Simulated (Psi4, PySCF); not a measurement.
PySCF was given this input:
```python
from pyscf import gto, scf, dft

mol = gto.Mole()
mol.atom = '''
    C     1.559542   -0.854831   -0.060579
    Si   -0.004100    0.110428    0.419904
    C    -1.615482   -0.777351   -0.087813
    O     0.147495    1.521066   -0.416852
    H     2.455580   -0.308055    0.212588
    H     1.592451   -1.822975    0.428377
    H     1.584879   -1.016602   -1.136717
    H    -1.650777   -0.907455   -1.169306
    H    -2.498882   -0.217552    0.206633
    H    -1.684289   -1.759852    0.366113
    H    -0.585888    2.111072   -0.561175
'''
mol.basis = '6-31g**'
mol.charge = 0
mol.spin = 1
mol.verbose = 4
mol.build()

mf = dft.UKS(mol)
mf.xc = 'pbe'
mf.grids.atom_grid = (99, 590)
mf.grids.prune = None
mf.kernel()
```

### Question
Give the equivalent Psi4 input.

### Answer
One answer among several that fit: 
```
memory 2 GB

molecule {
0 2
  C     1.55954224   -0.85483146   -0.06057851
  Si   -0.00409954    0.11042766    0.41990388
  C    -1.61548157   -0.77735125   -0.08781307
  O     0.14749450    1.52106607   -0.41685221
  H     2.45557952   -0.30805525    0.21258839
  H     1.59245114   -1.82297485    0.42837687
  H     1.58487872   -1.01660238   -1.13671739
  H    -1.65077682   -0.90745530   -1.16930641
  H    -2.49888187   -0.21755192    0.20663270
  H    -1.68428893   -1.75985196    0.36611303
  H    -0.58588832    2.11107204   -0.56117454
}

set basis 6-31g**
set reference uks
set scf_type pk
set puream true
set d_convergence 1e-8
set dft_radial_points 99
set dft_spherical_points 590

energy('pbe')
print_variables()
```

Both were run: PySCF gave -444.784212 Eh and Psi4 -444.784211 Eh, 0.001 mEh apart.
